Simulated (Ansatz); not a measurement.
Consider the silylene formation by 1,1-elimination: `CO[SiH](C#N)OC` → `C#N` + `CO[Si]OC`.

Gas-phase electronic energies from Ansatz, PBE0-D4/def2-TZVP geometries. CCSD(T)/CBS adds triple-zeta CCSD(T) − MP2 to the extrapolated MP2 energy (def2 sets, frozen cores). This one scheme is used for every species. Functionals use def2-TZVPP. B3LYP here is the variant with VWN-RPA as its local correlation; programs differ in this. One conformer a species, not always the lowest.

```json
{"level": "PBE-D4", "ΔE (kcal/mol)": "40.0", "difference from CCSD(T)/CBS": "-4.5"}
{"level": "ωB97M-V", "ΔE (kcal/mol)": "42.0", "difference from CCSD(T)/CBS": "-2.5"}
{"level": "B2PLYP", "ΔE (kcal/mol)": "42.3", "difference from CCSD(T)/CBS": "-2.2"}
{"level": "r2SCAN", "ΔE (kcal/mol)": "46.5", "difference from CCSD(T)/CBS": "2.0"}
{"level": "PBE0", "ΔE (kcal/mol)": "43.7", "difference from CCSD(T)/CBS": "-0.8"}
{"level": "B3LYP", "ΔE (kcal/mol)": "39.1", "difference from CCSD(T)/CBS": "-5.4"}
{"level": "HF/def2-TZVPP", "ΔE (kcal/mol)": "47.1", "difference from CCSD(T)/CBS": "2.6"}
{"level": "CCSD/def2-TZVPP", "ΔE (kcal/mol)": "44.1", "difference from CCSD(T)/CBS": "-0.4"}
{"level": "HF/def2-QZVPP", "ΔE (kcal/mol)": "47.2", "difference from CCSD(T)/CBS": "2.7"}
{"level": "MP2/def2-QZVPP", "ΔE (kcal/mol)": "47.4", "difference from CCSD(T)/CBS": "2.9"}
{"level": "CCSD(T)/CBS", "ΔE (kcal/mol)": "44.5", "difference from CCSD(T)/CBS": "0"}
```

Largest T1 diagnostic among the species: 0.014.

The D4 term adds +2.2 kcal/mol with B3LYP and +1.3 kcal/mol with PBE0; it sums over pairs of atoms, weighted by their polarisabilities, and B3LYP, whose exchange is more repulsive, gets the larger term. From PBE to PBE0 (25 % exact exchange), in def2-TZVPP and without D4, ΔE moves by +5.1 kcal/mol.
